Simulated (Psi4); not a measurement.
CH$_{3}$Be, doublet, geometry from GFN2-xTB (such geometries of metal compounds can be far from the true shape) (the spin is typed, not shown lowest), atoms displaced at random by about 0.03 Å a coordinate; TPSS/def2-SVP, gradient in Psi4.

Input for Psi4:
```
memory 2 GB

molecule {
0 2
Be   -0.87922536   -0.55491666   -0.77468494
C     0.29406354    0.21308757    0.29781011
H     0.83829564   -0.53484077    0.86494171
H    -0.12196407    0.86822748    0.92586103
H     1.04477246    0.76042276   -0.31253627
symmetry c1
no_reorient
no_com
}

set {
  basis def2-svp
  reference uks
}

gradient('tpss')
print_variables()
```

It wrote (shortened):

```
gradient() will perform analytic gradient computation.

   => Loading Basis Set <=

    Name: DEF2-SVP
    Role: ORBITAL
    Keyword: BASIS

         ---------------------------------------------------------
                                   SCF
               by Justin Turney, Rob Parrish, Andy Simmonett
                          and Daniel G. A. Smith
                              UKS Reference
         ---------------------------------------------------------

  ==> Geometry <==

    Molecular point group: c1
    Full point group: C1

    Geometry (in Angstrom), charge = 0, multiplicity = 2:

       Center              X                  Y                   Z               Mass
    ------------   -----------------  -----------------  -----------------  -----------------
         BE          -0.879225360000    -0.554916660000    -0.774684940000     9.012183065000
         C            0.294063540000     0.213087570000     0.297810110000    12.000000000000
         H            0.838295640000    -0.534840770000     0.864941710000     1.007825032230
         H           -0.121964070000     0.868227480000     0.925861030000     1.007825032230
         H            1.044772460000     0.760422760000    -0.312536270000     1.007825032230

  Running in c1 symmetry.

  Rotational constants: A =      5.61008  B =      0.78770  C =      0.78300 [cm^-1]
  Rotational constants: A = 168185.91427  B =  23614.57053  C =  23473.86707 [MHz]
  Nuclear repulsion =   19.764068108203237

  Charge       = 0
  Multiplicity = 2
  Electrons    = 13
  Nalpha       = 7
  Nbeta        = 6

  ==> Algorithm <==

  SCF Algorithm Type is DF.
  DIIS enabled.
  MOM disabled.
  Fractional occupation disabled.
  Guess Type is SAD.
  Energy threshold   = 1.00e-08
  Density threshold  = 1.00e-08
  Integral threshold = 1.00e-12

  ==> Primary Basis <==

  Basis Set: DEF2-SVP
    Blend: DEF2-SVP
    Number of shells: 20
    Number of basis functions: 38
    Number of Cartesian functions: 39
    Spherical Harmonics?: true
    Max angular momentum: 2

  ==> DFT Potential <==

   => LibXC <=

    Version 7.1.2
    S. Lehtola, C. Steigemann, M. J. T. Oliveira, and M. A. L. Marques,  SoftwareX 7, 1–5 (2018) (10.1016/j.softx.2017.11.002)

   => Composite Functional: TPSS <=

    TPSS Meta-GGA XC Functional

    J. Tao, et al., Phys. Rev. Lett., 91, 146401, 2003

    Deriv               =              1
    GGA                 =           TRUE
    Meta                =           TRUE

    Exchange Hybrid     =          FALSE
    MP2 Hybrid          =          FALSE

   => Exchange Functionals <=

    1.0000   XC_MGGA_X_TPSS

   => Correlation Functionals <=

    1.0000   XC_MGGA_C_TPSS

   => LibXC Density Thresholds  <==

    XC_MGGA_C_TPSS:  1.00E-15
    XC_MGGA_X_TPSS:  1.00E-15

   => Molecular Quadrature <=

    Radial Scheme          =       TREUTLER
    Pruning Scheme         =           NONE
    Nuclear Scheme         =       TREUTLER

    Blocking Scheme        =         OCTREE
    BS radius alpha        =              1
    Pruning alpha          =              1
    Radial Points          =             75
    Spherical Points       =            302
    Total Points           =         109375
    Total Blocks           =            850
    Max Points             =            255
    Max Functions          =             38
    Weights Tolerance      =       1.00E-15

   => Loading Basis Set <=

    Name: (DEF2-SVP AUX)
    Role: JKFIT
    Keyword: DF_BASIS_SCF

  ==> Integral Setup <==

  SCF_SUBTYPE=INCORE selected. In-core MEM_DF algorithm will be used.
  Using in-core AOs.

  ==> MemDFJK: Density-Fitted J/K Matrices <==

    J tasked:                   Yes
    K tasked:                    No
    wK tasked:                   No
    Algorithm:                 Core
    Schwarz Cutoff:           1E-12
    Mask sparsity (%):       0.0000
    Fitting Condition:        1E-10

   => Auxiliary Basis Set <=

  Basis Set: (DEF2-SVP AUX)
    Blend: DEF2-UNIVERSAL-JKFIT
[...]
  @DF-UKS Final Energy:   -54.55002945963666
    Total Energy =                        -54.5500294596366615
[...]

         ------------------------------------------------------------
                                   SCF GRAD
                          Rob Parrish, Justin Turney,
                       Andy Simmonett, and Alex Sokolov
         ------------------------------------------------------------

  ==> Geometry <==

    Molecular point group: c1
    Full point group: C1

    Geometry (in Angstrom), charge = 0, multiplicity = 2:

       Center              X                  Y                   Z               Mass
    ------------   -----------------  -----------------  -----------------  -----------------
         BE          -0.879225360000    -0.554916660000    -0.774684940000     9.012183065000
         C            0.294063540000     0.213087570000     0.297810110000    12.000000000000
         H            0.838295640000    -0.534840770000     0.864941710000     1.007825032230
         H           -0.121964070000     0.868227480000     0.925861030000     1.007825032230
         H            1.044772460000     0.760422760000    -0.312536270000     1.007825032230

  Nuclear repulsion =   19.764068108203237

  ==> Basis Set <==

  Basis Set: DEF2-SVP
    Blend: DEF2-SVP
    Number of shells: 20
    Number of basis functions: 38
    Number of Cartesian functions: 39
    Spherical Harmonics?: true
    Max angular momentum: 2

  ==> DFJKGrad: Density-Fitted SCF Gradients <==

    Gradient:                    1
    J tasked:                  Yes
    K tasked:                   No
    wK tasked:                  No
    Integrals threads:           1
    Schwarz Cutoff:          1E-12
    Fitting Condition:       1E-10

   => Auxiliary Basis Set <=

  Basis Set: (DEF2-SVP AUX)
    Blend: DEF2-UNIVERSAL-JKFIT
    Number of shells: 60
    Number of basis functions: 180
    Number of Cartesian functions: 209
    Spherical Harmonics?: true
    Max angular momentum: 4

  ==> DFT Potential <==

   => LibXC <=

    Version 7.1.2
    S. Lehtola, C. Steigemann, M. J. T. Oliveira, and M. A. L. Marques,  SoftwareX 7, 1–5 (2018) (10.1016/j.softx.2017.11.002)

   => Composite Functional: TPSS <=

    TPSS Meta-GGA XC Functional

    J. Tao, et al., Phys. Rev. Lett., 91, 146401, 2003

    Deriv               =              1
    GGA                 =           TRUE
    Meta                =           TRUE

    Exchange Hybrid     =          FALSE
    MP2 Hybrid          =          FALSE

   => Exchange Functionals <=

    1.0000   XC_MGGA_X_TPSS

   => Correlation Functionals <=

    1.0000   XC_MGGA_C_TPSS

   => LibXC Density Thresholds  <==

    XC_MGGA_C_TPSS:  1.00E-15
    XC_MGGA_X_TPSS:  1.00E-15

   => Molecular Quadrature <=

    Radial Scheme          =       TREUTLER
    Pruning Scheme         =           NONE
    Nuclear Scheme         =       TREUTLER

    Blocking Scheme        =         OCTREE
    BS radius alpha        =              1
    Pruning alpha          =              1
    Radial Points          =             75
    Spherical Points       =            302
    Total Points           =         109375
    Total Blocks           =            850
    Max Points             =            255
    Max Functions          =             38
    Weights Tolerance      =       1.00E-15

  -Total Gradient:
     Atom            X                  Y                   Z
    ------   -----------------  -----------------  -----------------
       1       -0.008505578691    -0.005582127610    -0.007913372144
       2       -0.024697672089     0.054344511667     0.075744969940
       3       -0.007172516272     0.010852457332    -0.008562011723
       4        0.039698772561    -0.060489330929    -0.059526126456
       5        0.000672498999     0.000870202702     0.000249871098

  Variable Map:
  ----------------------------------------------------------------------------
[...]
  Array Variable Map:
  ----------------------------------------------------------------------------
[...]
[...]
```
